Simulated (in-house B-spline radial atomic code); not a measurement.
A fraction x of an electron is added to 2p in O, starting from [He] 2s2 2p4 and keeping the highest spin. All numbers are computed (non-relativistic TPSSh, spin-polarised, spherical fractional occupations; point nucleus) with an all-electron radial atomic-structure program (B-spline basis), not measured.

Caution: exact exchange at fractional occupations of open shells leaves self-interaction of up to several eV.

| x | E(x) - E(0) (eV) | 2p down level (eV) |
| --- | --- | --- |
| 0 | 0.0000 | -6.701 |
| 0.1 | -0.6145 | -5.595 |
| 0.2 | ? | ? |
| 0.3 | ? | ? |
| 0.4 | -1.8185 | -2.488 |
| 0.5 | -2.0193 | -1.535 |
| 0.6 | -2.1271 | -0.632 |

(1) What belongs in the row x = 0.2?

(2) What belongs in the row x = 0.3?

(3) Check Janak's theorem between x = 0.4 and 0.5.

Results:

(1) An energy change of -1.1201 eV; 2p down at -4.522 eV.

(2) An energy change of -1.5201 eV; 2p down at -3.486 eV.

(3) The slope of the energy is -2.01 eV; the orbital levels give -2.01 eV (ε of the filling orbital, averaged over the two points).
